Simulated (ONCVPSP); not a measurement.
**boron ONCV: all-electron and pseudo phase curves**

B (Z = 5), optimised norm-conserving Vanderbilt (ONCV), made with ONCVPSP 4.0.1 (LDA (Perdew-Zunger), scalar-relativistic). Core [He], reference 2s2 2p1. Waves: 2s: rc 1.50 bohr, ncon 5, nbas 9, qcut 5.6 1/bohr, 2 projectors, debl 2.3 Ha; 2p: rc 3.90 bohr, ncon 5, nbas 10, qcut 2.8 1/bohr, 3 projectors, debl 2.8 Ha. Local part: polynomial inside 1.15 bohr (lpopt 4, dvloc0 0 Ha). Core correction: Teter function, parameters optimised by the program.

The phase is arctan(r·R′/R) of the radial function R(r), unwrapped; energies in Ha, scanned from -2 to 5 Ha. A pole is an energy at which the radial function vanishes at the test radius. The pseudo phase is shifted by a multiple of π to meet the all-electron one at the reference energy, and phase errors are pseudo minus all-electron; the curves can meet again beyond the range given. Levels narrower than the energy grid can be missing from the lists of poles.

```tsv
channel	radius (bohr)	reference energy (Ha)	poles, all-electron	poles, pseudo	unbroken range about the reference energy with phases within 0.05 rad	phase error 1 Ha above the reference energy (rad)
s	1.52	-0.35	1.99	1.99	below 4.8	-0.000
p	3.97	-0.14	-0.08, 0.89, 2.52, 4.82	-0.06, 2.50, 4.59	-0.2 to -0.1	+1.182
```

Phases in the p channel:

```
E (Ha)  all-electron  pseudo
 -1.98         1.423   1.427
 -1.80         1.415   1.419
 -1.62         1.405   1.410
 -1.44         1.392   1.399
 -1.26         1.377   1.386
 -1.08         1.356   1.369
 -0.90         1.329   1.347
 -0.72         1.287   1.315
 -0.54         1.214   1.262
 -0.36         1.032   1.131
 -0.18        -0.606  -0.497
  0.00        -1.799  -1.676
  0.18        -2.482  -1.836
  0.36        -4.051  -1.981
  0.54        -4.483  -2.226
  0.72        -4.629  -2.789
  0.90        -4.718  -3.683
  1.08        -4.800  -4.173
  1.26        -4.920  -4.380
  1.44        -5.285  -4.487
  1.62        -7.070  -4.553
  1.80        -7.591  -4.599
  1.98        -7.718  -4.634
  2.16        -7.780  -4.662
  2.34        -7.821  -4.689
  2.52        -7.854  -4.715
  2.70        -7.886  -4.745
  2.88        -7.924  -4.789
  3.06        -7.977  -4.881
  3.24        -8.080  -5.364
  3.42        -8.464  -7.476
  3.60       -10.310  -7.698
  3.78       -10.749  -7.762
  3.96       -10.857  -7.795
  4.14       -10.908  -7.817
  4.32       -10.940  -7.834
  4.50       -10.963  -7.848
  4.68       -10.982  -7.860
  4.86       -11.000  -7.872
```
